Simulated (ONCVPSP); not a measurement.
PBEsol ONCV dataset for Ag, fully relativistic all-electron reference.

```json
{
 "Element": "Ag (Z = 47)",
 "Generator": "ONCVPSP 4.0.1",
 "Type": "optimised norm-conserving Vanderbilt (ONCV)",
 "Functional": "PBEsol",
 "Relativity": "fully relativistic",
 "Frozen core": "[Kr]",
 "Valence charge": "11",
 "Reference configuration": "4d10 5s1",
 "Partial waves": "5s: rc 2.70 bohr, ncon 5, nbas 9, qcut 2.5 1/bohr, 3 projectors, debl 2.7 Ha; p scattering state at 0.16 Ha: rc 2.10 bohr, ncon 3, nbas 6, qcut 4.1 1/bohr, 1 projector; 4d: rc 1.25 bohr, ncon 4, nbas 7, qcut 6.5 1/bohr, 2 projectors, debl 2.6 Ha",
 "Local potential": "polynomial inside 0.80 bohr (lpopt 4, dvloc0 0 Ha)",
 "Core correction": "Teter function, fcfact 2.25, rcfact 1.6"
}
```

Open shells are filled in proportion to 2j + 1.

All-electron outer shells of the reference configuration (PBEsol, scalar-relativistic, ld1.x):

| shell | level (eV) | outermost node (bohr) | outermost maximum (bohr) |
| --- | --- | --- | --- |
| 4p | -58.51 | 0.44 | 0.87 |
| 4d | -7.45 | 0.43 | 1.04 |
| 5s | -4.42 | 1.11 | 2.49 |

Task: Estimate the cutoffs (Ha) at which the residual kinetic energy of the hardest occupied pseudo-wave falls to 1 and 0.1 mHa per electron.

Result: 91 Ha and 111 Ha.

Task: What does a ghost test show?

Result: Ghosts flagged at negative energy: s at -101.9 eV, p3/2 at -138.1 eV, p1/2 at -138.8 eV; no localised positive-energy state flagged. A true bound ghost makes a file unfit for plane-wave use.

Task: Which valence shell sets the plane-wave cutoff?

Result: 4d: 91 Ha for 1 mHa per electron, against 6 Ha for 5s.

Task: Tests: 4d10 5s0; 4d9 5s0; 4d8 5s0; 4d9 5s1. Which has the largest error in its energy relative to the reference configuration, and how large is it?

Result: 4d8 5s0, with -283 meV (all-electron minus pseudo) on +66.04 eV.
